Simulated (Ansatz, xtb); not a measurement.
Two isomers of C3H4ClNSSi

Structure a is `[SiH3]c1scnc1Cl`, a singlet and structure b is `[SiH3]c1ncsc1Cl`, a singlet. Both are isolated molecules in the gas phase, relaxed with PBE-D3(BJ)/def2-SVP.

a (Å):

```xyz
11

C    -0.3282    1.0355    0.9935
C    -0.0174    2.7910    2.6917
C    -0.4470    0.6775    2.3354
Cl   -0.8025   -0.9470    2.8278
N    -0.2757    1.6456    3.2766
S     0.0286    2.7370    0.9480
Si   -0.5083   -0.0647   -0.5178
H     0.5114   -1.1666   -0.4782
H    -1.8856   -0.6620   -0.5600
H    -0.2886    0.7818   -1.7394
H     0.1615    3.7324    3.2322
```

b (Å):

```xyz
11

C    -0.4146    0.9929    1.1797
C    -0.8405    2.1599    3.0323
C     0.8083    0.8528    1.8269
Cl    2.1841   -0.0045    1.2546
N    -1.3289    1.7427    1.8945
S     0.8144    1.6775    3.3642
Si   -0.8330    0.2510   -0.5101
H    -0.6981   -1.2463   -0.4679
H    -2.2431    0.6289   -0.8497
H     0.1075    0.7805   -1.5574
H    -1.3913    2.7726    3.7623
```

Quicker runs give these differences E(b) − E(a): GFN2-xTB +9.6 kJ/mol; HF/STO-3G +12.1 kJ/mol (at GFN2-xTB geometries); r2SCAN-D4/def2-SVP +25.2 kJ/mol (at GFN2-xTB geometries).

Problem. Estimate E(b) − E(a) at the level CCSD(T)/def2-SVP + ΔMP2/def2-TZVPP.

Solution. Calculated at CCSD(T)/def2-SVP + ΔMP2/def2-TZVPP: E(b) − E(a) = +29.1 kJ/mol, so structure a lies lower.

How the difference moves with the method:

| level | geometry | E(b) − E(a) (kJ/mol) | departure from the last row (kJ/mol) | job, with rough time for the two |
| --- | --- | --- | --- | --- |
| GFN2-xTB | GFN2-xTB | +9.6 | −19.5 | optimisation, 0.21 s |
| HF/STO-3G | GFN2-xTB | +12.1 | −16.9 | single point, 0.64 s |
| r2SCAN-D4/def2-SVP | GFN2-xTB | +25.2 | −3.9 | single point, 4.9 s |
| PBE-D3(BJ)/def2-SVP | PBE-D3(BJ)/def2-SVP | +26.3 | −2.7 | optimisation, 44 s |
| HF/def2-SVP | PBE-D3(BJ)/def2-SVP | +31.1 | +2.0 | part of the CCSD(T) run |
| MP2/def2-SVP | PBE-D3(BJ)/def2-SVP | +29.2 | +0.1 | part of the CCSD(T) run |
| CCSD(T)/def2-SVP | PBE-D3(BJ)/def2-SVP | +27.1 | −1.9 | single point |
| CCSD(T)/def2-SVP + ΔMP2/def2-TZVPP | PBE-D3(BJ)/def2-SVP | +29.1 |  | single point, 42 s |

As drawn, both hold the same kinds of bond in the same numbers.

None of the levels shown reverses the order. The largest departure from CCSD(T)/def2-SVP + ΔMP2/def2-TZVPP is that of GFN2-xTB, 19.5 kJ/mol. The last row adds to CCSD(T) the change of the MP2 difference between the two basis sets, here +1.9 kJ/mol.

With thermal terms from frequencies at re-optimised GFN2-xTB minima (ideal gas, soft modes damped towards free rotors, one conformer each, 298.15 K, 1 atm): the zero-point term adds −0.6 kJ/mol; ΔH is +28.5 and ΔG +28.4 kJ/mol.

The correlated steps freeze 19 core orbitals. Codes used: Ansatz 0.2.0, xtb 6.7.1; the last row on 2 threads of Intel(R) Xeon(R) 6975P-C (Granite Rapids) on a shared host.
